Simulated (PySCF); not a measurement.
C₂H₁₄Si₄, SMILES [SiH3]C[SiH2][SiH2]C[SiH3].

Coordinates come from a PBE-D3(BJ)/def2-SVP optimisation. The structure was generated by enumeration, and PubChem lists no compound with its InChIKey, so it may never have been made. Other conformers were not sampled.

Level of theory: PySCF with PBE-D3(BJ)/def2-SVP.

Frequencies are harmonic and unscaled.

```tsv
mode	ν (cm⁻¹)	IR (km/mol)	moving atoms (share of kinetic energy)
1	30	0.1	Si 65 %, H 28 %
2	33	0.3	Si 53 %, H 37 %, C 10 %
3	46	0.5	Si 41 %, H 40 %, C 19 %
4	67	0.7	Si 46 %, H 38 %, C 16 %
5	121	0.5	Si 47 %, H 41 %, C 12 %
6	126	0.1	H 77 %, C 15 %, Si 8 %
7	141	0.4	H 74 %, C 16 %, Si 10 %
8	165	0.3	Si 63 %, H 21 %, C 16 %
9	211	0.3	Si 45 %, H 28 %, C 27 %
10	334	8.4	H 93 %
11	418	0.8	Si 66 %, H 31 %
12	434	0.1	H 81 %, Si 17 %
13	468	1.3	H 86 %, Si 10 %
14	509	0.3	H 81 %, Si 17 %
15	537	1.1	H 50 %, Si 33 %, C 16 %
16	542	1.6	H 52 %, Si 34 %, C 14 %
17	586	8.9	H 91 %
18	625	85.4	H 77 %, C 12 %, Si 11 %
19	664	25.3	H 79 %, Si 11 %, C 9 %
20	685	29.0	H 58 %, C 27 %, Si 16 %
21	731	336.0	H 42 %, C 35 %, Si 23 %
22	740	13.0	C 43 %, H 34 %, Si 23 %
23	754	94.4	H 57 %, C 31 %, Si 12 %
24	777	96.3	H 69 %, C 22 %, Si 9 %
25	805	58.2	H 70 %, C 24 %
26	819	60.3	H 76 %, Si 13 %, C 11 %
27	886	65.0	H 94 %
28	890	177.4	H 93 %
29	903	144.6	H 93 %
30	904	79.4	H 93 %
31	912	104.2	H 97 %
32	914	1.3	H 97 %
33	916	22.6	H 98 %
34	918	40.6	H 97 %
35	988	13.0	H 96 %
36	997	2.5	H 97 %
37	1029	23.9	H 63 %, C 34 %
38	1033	97.6	H 64 %, C 34 %
39	1328	4.3	H 92 %
40	1328	7.4	H 92 %
41	2127	107.0	H 97 %
42	2135	14.0	H 97 %
43	2138	46.5	H 97 %
44	2147	90.9	H 96 %
45	2153	158.7	H 98 %
46	2157	63.2	H 98 %
47	2164	93.1	H 97 %
48	2165	80.7	H 96 %
49	2167	116.5	H 96 %
50	2169	138.8	H 96 %
51	2986	0.6	H 95 %
52	2986	0.7	H 95 %
53	3050	0.0	H 91 %, C 9 %
54	3051	0.0	H 91 %, C 9 %
```
